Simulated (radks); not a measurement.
Species: Pt. Configuration: [Xe] 4f14 5d9 6p1 (not the ground configuration).

Calculated with a radial shooting solver on a logarithmic mesh with Libxc functionals: scalar-relativistic Kohn-Sham, BLYP, spin-polarised, spherical densities, finite nucleus; open shells are filled with parallel spins first (spin-orbit coupling, left out, can overturn this in heavy ions); Fermi nuclear charge, rms radius 5.427 fm.

Energy parts (hartree):
| part | energy |
|---|---|
| total | -18410.5028 |
| kinetic | 20522.8434 |
| electron-nucleus | -45734.5594 |
| Hartree | 7156.2454 |
| exchange-correlation | -355.0321 |

Orbitals (lengths in bohr, moments of r in powers of bohr; r(90%) holds 90 % of the orbital's charge):
1s up: occ. 1; eigenvalue (hartree) -2881.373; <r^4> 4.520e-07; r(90%) 0.0313
1s down: occ. 1; eigenvalue (hartree) -2881.373; <r^4> 4.520e-07; r(90%) 0.0313
2s up: occ. 1; eigenvalue (hartree) -506.2794; <r^4> 0.00006658; r(90%) 0.112
2s down: occ. 1; eigenvalue (hartree) -506.2770; <r^4> 0.00006658; r(90%) 0.112
2p up: occ. 3; eigenvalue (hartree) -438.9337; <r^4> 0.00005363; r(90%) 0.106
2p down: occ. 3; eigenvalue (hartree) -438.9317; <r^4> 0.00005363; r(90%) 0.106
3s up: occ. 1; eigenvalue (hartree) -118.9669; <r^4> 0.002415; r(90%) 0.274
3s down: occ. 1; eigenvalue (hartree) -118.9660; <r^4> 0.002415; r(90%) 0.274
3p up: occ. 3; eigenvalue (hartree) -99.34545; <r^4> 0.002641; r(90%) 0.281
3p down: occ. 3; eigenvalue (hartree) -99.34440; <r^4> 0.002641; r(90%) 0.281
3d up: occ. 5; eigenvalue (hartree) -78.02412; <r^4> 0.002031; r(90%) 0.264
3d down: occ. 5; eigenvalue (hartree) -78.02239; <r^4> 0.002031; r(90%) 0.264
4s up: occ. 1; eigenvalue (hartree) -25.60688; <r^4> 0.05466; r(90%) 0.595
4s down: occ. 1; eigenvalue (hartree) -25.60444; <r^4> 0.05466; r(90%) 0.595
4p up: occ. 3; eigenvalue (hartree) -19.16939; <r^4> 0.07304; r(90%) 0.641
4p down: occ. 3; eigenvalue (hartree) -19.16708; <r^4> 0.07302; r(90%) 0.641
4d up: occ. 5; eigenvalue (hartree) -11.34082; <r^4> 0.1023; r(90%) 0.699
4d down: occ. 5; eigenvalue (hartree) -11.33816; <r^4> 0.1023; r(90%) 0.699
5s up: occ. 1; eigenvalue (hartree) -3.81697; <r^4> 1.516; r(90%) 1.36
5s down: occ. 1; eigenvalue (hartree) -3.80068; <r^4> 1.510; r(90%) 1.36
4f up: occ. 7; eigenvalue (hartree) -2.64306; <r^4> 0.2229; r(90%) 0.834
4f down: occ. 7; eigenvalue (hartree) -2.63917; <r^4> 0.2215; r(90%) 0.833
5p up: occ. 3; eigenvalue (hartree) -2.13648; <r^4> 2.922; r(90%) 1.61
5p down: occ. 3; eigenvalue (hartree) -2.11644; <r^4> 2.910; r(90%) 1.61
5d up: occ. 5; eigenvalue (hartree) -0.30100; <r^4> 23.68; r(90%) 2.66
5d down: occ. 4; eigenvalue (hartree) -0.27734; <r^4> 24.12; r(90%) 2.66
6p up: occ. 1; eigenvalue (hartree) -0.07255; <r^4> 1021; r(90%) 6.95

The highest occupied level is 6p up at -1.974 eV. Summed over all electrons, <r^2> = 73.79 bohr^2, which gives a Langevin (diamagnetic) susceptibility term of -58.4 x 10^-6 cm^3/mol. The electron density at the nucleus is 2.117e+06 e/bohr^3 (large components only). Spin moment in Bohr magnetons: 2.
